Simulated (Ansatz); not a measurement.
Geometry optimisation, RKS B3LYP/6-31G in Ansatz 0.2.0.

Input file:

```yaml
crystal:
  periodic: [false, false, false]
  atoms:
    - { symbol: O, position_ang: [1.9885, 0.2091, 0.6043] }
    - { symbol: B, position_ang: [0.7503, -0.5926, 0.4795] }
    - { symbol: F, position_ang: [0.6374, -1.8203, 1.2155] }
    - { symbol: Si, position_ang: [-0.646, -0.035, -0.6613] }
    - { symbol: F, position_ang: [-0.1759, 0.0881, -2.2657] }
    - { symbol: S, position_ang: [-1.4771, 1.864, 0.0096] }
    - { symbol: H, position_ang: [2.5721, -0.0671, -0.1177] }
    - { symbol: H, position_ang: [-1.7508, -1.0358, -0.5972] }
    - { symbol: H, position_ang: [-1.8101, 1.3432, 1.3158] }
basis:
  gaussian: { orbitals: "6-31G" }
hamiltonian:
  xc: b3lyp
relax:
  f_tol: 0.015
  max_steps: 40
```

Run as:

```bash
$ ansatz run input.yaml --threads 1 --pin off --max-ram 2048MiB --backend cpu --events-out ev --progress --plain --runs-dir out
```

Q: Where does it end, and by what steps?

A: The forces met the threshold. Limits of this set-up: no polarisation functions. After 22 steps the energy has fallen by 1.391 eV; H9 moved furthest, 1.54 Å.

```csv
step,energy less start (eV),largest force component (eV/Å),accepted
0,0.0000,4.072,yes
1,-0.4335,3.097,yes
2,-0.5214,2.087,yes
3,-0.9043,0.774,yes
4,-1.1194,0.792,yes
5,-1.2233,0.320,yes
6,-1.2389,0.259,yes
7,-1.2618,0.296,yes
8,-1.2725,0.222,yes
9,-1.2837,0.560,yes
10,-1.2968,0.722,yes
11,-1.3366,0.429,yes
12,-1.3670,0.186,yes
13,-1.3735,0.200,yes
14,-1.3838,0.160,yes
15,-1.3873,0.100,yes
16,-1.3889,0.080,yes
17,-1.3899,0.032,yes
18,-1.3907,0.045,yes
19,-1.3911,0.033,yes
20,-1.3910,0.124,no
21,-1.3913,0.021,yes
22,-1.3915,0.011,yes
```

```xyz
9
Properties=species:S:1:pos:R:3
O 2.234 -0.569 0.022
B 1.046 -0.738 0.652
F 1.019 -1.356 1.864
Si -0.620 -0.066 -0.282
F 0.133 0.543 -1.714
S -1.583 1.560 0.896
H 2.245 -0.121 -0.845
H -1.660 -1.036 -0.755
H -2.726 1.737 0.144
```

Whether the end is a true minimum wasn't checked by a vibrational analysis.

Run time: 110 s on 1 thread of Arm Neoverse V2, on a shared host, peak memory 0.19 GiB.
